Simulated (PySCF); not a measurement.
Predicted microwave data (wB97X-D/def2-SVPD in PySCF (dipole) on a GFN2-xTB geometry, gas phase) for one isomer of C8H8:

| Quantity | Value |
| --- | --- |
| Rotational constants | A = 3489, B = 3114, C = 2369 MHz |
| Dipole components | \|μa\| = 0.00 D, \|μb\| = 0.19 D, \|μc\| = 0.12 D |
| Inertial defect | -93.79 u·Å² |
| κ | 0.33 |

Problem. Which structure is it? (One computed conformer of each.)
A. `[CH:1]1=[CH:2][C@H:3]2[C@H:4]3[CH:5]=[CH:6][C@@H:7]1[C@@H:8]23` with C1–C2–C3–C4 -57°, C2–C3–C4–C5 0°, C3–C4–C5–C6 57°, C5–C6–C7–C8 15°
B. `[CH2:1]=[CH:2][c:3]1[cH:4][cH:5][cH:6][cH:7][cH:8]1` with C1–C2–C3–C4 0°

Solution. A. It is C1=CC2C3C=CC1C23, an asymmetric top, point group Cs. The candidates at the same level (rigid rotor, commonest isotopes):

| SMILES | A (MHz) | B (MHz) | C (MHz) | μa (D) | μb (D) | μc (D) | Δ (u·Å²) | point group | rotor |
| --- | --- | --- | --- | --- | --- | --- | --- | --- | --- |
| C1=CC2C3C=CC1C23 | 3489 | 3114 | 2369 | 0.00 | 0.19 | 0.12 | -93.79 | Cs | asymmetric top |
| C=Cc1ccccc1 | 5249 | 1567 | 1207 | 0.16 | 0.01 | 0.00 | 0.00 | Cs | asymmetric top |

`C=Cc1ccccc1` has A 50 % too high. In the right answer the mirror of this Cs structure is the bc plane, so μa vanishes by symmetry. No structure here is proved a minimum.
